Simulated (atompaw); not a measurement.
## Reading a pseudo-wave (Tm)

Columns: radius, all-electron u(r) and pseudo u(r) of the 5p shell (level -27.36 eV) of thulium in the configuration [Kr] 4d10 4f13 5s2 5p6 5d0 6s1.75 6p0.25; PBEsol, scalar-relativistic, PAW (atompaw) scheme, atompaw 4.2.0.5.

```tsv
r (bohr)	all-electron	pseudo
0.115	0.1923	0.0214
0.231	0.1045	0.0840
0.346	-0.3850	0.1802
0.462	-0.4425	0.3016
0.577	-0.1773	0.4342
0.692	0.1752	0.5667
0.808	0.4893	0.6888
0.923	0.7164	0.7890
1.038	0.8582	0.8620
1.154	0.9291	0.9050
1.269	0.9453	0.9175
1.385	0.9237	0.9029
1.500	0.8775	0.8662
1.615	0.8168	0.8128
1.731	0.7479	0.7474
1.846	0.6772	0.6772
1.962	0.6069	0.6069
2.077	0.5403	0.5403
2.192	0.4781	0.4781
2.308	0.4206	0.4206
2.423	0.3689	0.3689
2.538	0.3225	0.3225
2.654	0.2809	0.2809
2.769	0.2444	0.2444
2.885	0.2120	0.2120
3.000	0.1839	0.1839
```

Question: How many radial nodes do the two functions have?

Answer: The all-electron 5p function has n − l − 1 = 3 (the table is too coarse to show those close to the nucleus); the pseudo-wave has 0, since the states of the same l below it are removed with the core.

Question: At about which radius was the pseudo-wave matched?

Answer: 1.85 bohr, where the columns begin to agree (steps of 0.12 bohr).

Question: Where does each function peak?

Answer: Outermost all-electron maximum near 1.27 bohr, pseudo maximum near 1.27 bohr (to the table’s step).

Question: Is the pseudo-wave norm-conserving?

Answer: No, it belongs to a PAW set: the norm inside the radius is not constrained, and the difference is carried by the augmentation charge.
